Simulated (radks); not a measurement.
Results of a calculation; reference values are marked as such.
Task: The table gives one normalised radial function P(r) = r R(r) (large component) of Zr8+ in [Ar] 3d10 4s2 4p2 (r in bohr). Level of theory: Dirac Kohn-Sham, LB94 model potential, spin-unpolarised, spherical densities, finite nucleus; open shells fill j = l - 1/2 first; Fermi nuclear charge, rms radius 4.2694 fm (a radial shooting solver on a logarithmic mesh with Libxc functionals).

r           P
0.004485   0.0063
0.005793   0.0101
0.007483   0.0162
0.009589   0.0254
0.01239    0.0399
0.016      0.0615
0.02067    0.0929
0.0267     0.1363
0.03449    0.1926
0.0442     0.2569
0.05709    0.3235
0.07375    0.3701
0.09526    0.3650
0.1231     0.2720
0.1577     0.0784
0.2037    -0.2037
0.2631    -0.4747
0.3399    -0.5883
0.4391    -0.4200
0.5626     0.0160
0.7268     0.5821
0.9388     0.9871
1.213      1.0303
1.567      0.7416
2.007      0.3683
2.593      0.1115
3.35       0.0186

Which n and l does it have? It may be an empty orbital.

Result: n = 4, l = 1: the number of nodes gives n - l - 1 = 2, the rise at small r points to l (this Dirac orbital starts outside the nucleus as r^gamma with gamma = sqrt((l + 1)^2 - (Z/c)^2) = 1.98; the j = 3/2 orbital of l + 1 starts with the same power, but with a smaller coefficient, and then steepens), and the extent must fit the shell. The curve is that of 4p3/2; the two j differ most near the nucleus, where j = l - 1/2 has the larger amplitude, and in heavy atoms j = l - 1/2 is also the more compact. 4p3/2 (empty): eigenvalue -151.89 eV, 2 radial nodes at r = 0.170, 0.558 bohr, <r> = 1.19 bohr, 90 % of the charge inside 1.72 bohr.
